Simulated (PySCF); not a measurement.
H$_{3}$HfO$_{3}$, doublet, at a GFN2-xTB geometry (such geometries of metal compounds can be far from the true shape) (the multiplicity is a formal guess) (core potentials on Hf); M06/def2-SVP in PySCF.

The PySCF input:
```python
from pyscf import gto, scf, dft

mol = gto.M(
    atom='''
Hf    0.02003494   -0.04142502    0.04666408
O     1.50219233   -0.12177492   -1.07532677
H     1.50657928    0.40421577   -1.88523804
O    -0.47977780   -0.81968077    1.65944460
H    -1.34165278   -0.58759156    2.02775851
O    -1.11915871    1.14542333   -0.81548044
H    -0.83348867    1.53423643   -1.65143302
''',
    basis='def2-svp',
    ecp={'Hf': 'def2-svp'},
    spin=1,
    verbose=4,
)

mf = dft.UKS(mol)
mf.xc = 'm06'
mf.kernel()
```

It wrote (shortened):

```
PySCF version 2.14.0

[INPUT] verbose = 4
[INPUT] num. atoms = 7
[INPUT] num. electrons = 39
[INPUT] charge = 0
[INPUT] spin (= nelec alpha-beta = 2S) = 1
[INPUT] symmetry False subgroup None
[INPUT] Mole.unit = angstrom
[INPUT] Symbol           X                Y                Z      unit          X                Y                Z       unit  Magmom
[INPUT]  1 Hf     0.020034940000  -0.041425020000   0.046664080000 AA    0.037860549522  -0.078281942505   0.088182331055 Bohr   0.0
[INPUT]  2 O      1.502192330000  -0.121774920000  -1.075326770000 AA    2.838732090122  -0.230121247641  -2.032073089713 Bohr   0.0
[INPUT]  3 H      1.506579280000   0.404215770000  -1.885238040000 AA    2.847022224144   0.763857100530  -3.562583575212 Bohr   0.0
[INPUT]  4 O     -0.479777800000  -0.819680770000   1.659444600000 AA   -0.906648642646  -1.548972164873   3.135895812888 Bohr   0.0
[INPUT]  5 H     -1.341652780000  -0.587591560000   2.027758510000 AA   -2.535356308461  -1.110387121506   3.831908230656 Bohr   0.0
[INPUT]  6 O     -1.119158710000   1.145423330000  -0.815480440000 AA   -2.114903451822   2.164536390387  -1.541034691540 Bohr   0.0
[INPUT]  7 H     -0.833488670000   1.534236430000  -1.651433020000 AA   -1.575065314228   2.899286663030  -3.120756120863 Bohr   0.0

nuclear repulsion = 142.384899215743
number of shells = 39
number of NR pGTOs = 150
number of NR cGTOs = 89
basis = def2-svp
ecp = {'Hf': 'def2-svp'}

******** <class 'pyscf.dft.uks.UKS'> ********
method = UKS
initial guess = minao
damping factor = 0
level_shift factor = 0
DIIS = <class 'pyscf.scf.diis.CDIIS'>
diis_start_cycle = 1
diis_space = 8
diis_damp = 0
SCF conv_tol = 1e-09
SCF conv_tol_grad = None
SCF max_cycles = 50
direct_scf = True
direct_scf_tol = 1e-13
number electrons alpha = 20  beta = 19
XC library pyscf.dft.libxc version 7.1.2
    S. Lehtola, C. Steigemann, M. J. T. Oliveira, and M. A. L. Marques,  SoftwareX 7, 1–5 (2018)
XC functionals = m06
    Y. Zhao and D. G. Truhlar,  Theor. Chem. Acc. 120, 215 (2008)
    Y. Zhao and D. G. Truhlar,  Theor. Chem. Acc. 120, 215 (2008)
radial grids:
    Treutler-Ahlrichs [JCP 102, 346 (1995); DOI:10.1063/1.469408] (M4) radial grids

becke partition: Becke, JCP 88, 2547 (1988); DOI:10.1063/1.454033
pruning grids: <function nwchem_prune>
grids dens level: 3
symmetrized grids: False
atomic radii adjust function: <function treutler_atomic_radii_adjust>
small_rho_cutoff = 0
Set gradient conv threshold to 3.16228e-05
tot grids = 95464
init E= -262.773855531966

cycle= 1 E= -274.924734558499  delta_E= -12.2  |g|= 0.961  |ddm|= 5.36
cycle= 2 E= -274.514776086396  delta_E= 0.41  |g|= 1.41  |ddm|= 2.17
cycle= 3 E= -275.28053410925  delta_E= -0.766  |g|= 0.184  |ddm|= 1.25
cycle= 4 E= -275.296350856054  delta_E= -0.0158  |g|= 0.0417  |ddm|= 0.373
cycle= 5 E= -275.297345621549  delta_E= -0.000995  |g|= 0.003  |ddm|= 0.0716
cycle= 6 E= -275.297348328567  delta_E= -2.71e-06  |g|= 0.00324  |ddm|= 0.0157
cycle= 7 E= -275.297352320117  delta_E= -3.99e-06  |g|= 0.001  |ddm|= 0.0033
cycle= 8 E= -275.297352732571  delta_E= -4.12e-07  |g|= 0.00017  |ddm|= 0.00141
cycle= 9 E= -275.297352756244  delta_E= -2.37e-08  |g|= 3.09e-05  |ddm|= 0.000609
cycle= 10 E= -275.297352757614  delta_E= -1.37e-09  |g|= 1.24e-05  |ddm|= 0.000151
cycle= 11 E= -275.297352757704  delta_E= -8.94e-11  |g|= 1.42e-05  |ddm|= 4.01e-05
Extra cycle  E= -275.297352757534  delta_E= 1.7e-10  |g|= 2.59e-05  |ddm|= 2.97e-05
converged SCF energy = -275.297352757534  <S^2> = 0.75039881  2S+1 = 2.0003988
```
